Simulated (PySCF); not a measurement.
prop-2-enoxyboronic acid (C3H7BO3), SMILES C=CCOB(O)O.

Coordinates come from a B3LYP-D3(BJ)/def2-SVP optimisation. Other conformers were not sampled.

The numbers are results of B3LYP-D3(BJ)/def2-SVP (PySCF), not measurements.

Frequencies are harmonic and unscaled.

**Question.** Give all harmonic wavenumbers and intensities. (An estimate is asked for; the answer gives what the named calculation found.)

**Answer.** 
```
mode  ν (cm⁻¹)  IR (km/mol)  moving atoms (share of kinetic energy)
----  --------  -----------  --------------------------------------
1           61          0.0                  O 38 %, C 38 %, H 23 %
2           71          2.5                  O 51 %, C 33 %, H 16 %
3          114          2.0                  C 35 %, O 32 %, H 32 %
4          222          6.8                  O 42 %, C 31 %, H 23 %
5          345         13.5                  H 35 %, O 31 %, C 29 %
6          376          5.2                  C 36 %, O 31 %, H 30 %
7          449         21.0                  O 45 %, H 31 %, C 17 %
8          471        185.9                           H 88 %, O 9 %
9          529          0.9                  O 44 %, H 41 %, C 10 %
10         534          0.4                          H 83 %, O 15 %
11         668         23.5          B 36 %, H 29 %, C 18 %, O 17 %
12         688         69.6          B 43 %, O 26 %, H 19 %, C 12 %
13         829         23.0                  O 63 %, H 19 %, C 18 %
14         931          2.7                          H 62 %, C 30 %
15         952         43.1                          H 74 %, C 26 %
16         980          6.1                          H 51 %, C 44 %
17         996        197.2                          H 67 %, O 23 %
18        1017        106.7                          H 76 %, O 23 %
19        1039         18.0                          H 84 %, C 16 %
20        1133         13.9                  O 49 %, C 32 %, H 17 %
21        1178          2.8                          C 52 %, H 42 %
22        1290          5.1                          H 83 %, C 10 %
23        1296          4.3                          H 83 %, C 16 %
24        1368        152.9                          H 74 %, C 18 %
25        1433        129.1                          H 77 %, C 14 %
26        1460         70.6                  H 65 %, B 19 %, C 10 %
27        1467        420.2                  B 65 %, O 21 %, H 12 %
28        1511        360.9                  B 44 %, H 37 %, O 18 %
29        1726          1.6                          C 87 %, H 13 %
30        3025         33.5                                  H 94 %
31        3092         20.9                          H 90 %, C 10 %
32        3129          9.7                                  H 95 %
33        3156          4.8                           H 91 %, C 9 %
34        3226         10.8                          H 89 %, C 11 %
35        3860         80.1                                  H 94 %
36        3868         89.9                                  H 94 %
```
